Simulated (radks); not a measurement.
Values are calculated unless marked as measured or tabulated.
Problem. Ionisation of the beryllium ion Be2+, [He], to Be3+, 1s1, under several functionals. Scalar-relativistic Kohn-Sham, spin-polarised, spherical densities, finite nucleus; open shells are filled with parallel spins first; a radial shooting solver on a logarithmic mesh with Libxc functionals. Known Delta-SCF values: TASK exchange with Perdew-Wang LDA correlation 155.91 eV. What does AM05 give, and what is its highest occupied eigenvalue?

Solution. 152.44 eV by Delta-SCF; the 1s eigenvalue is -130.95 eV. NIST: 153.90 eV (theoretical).
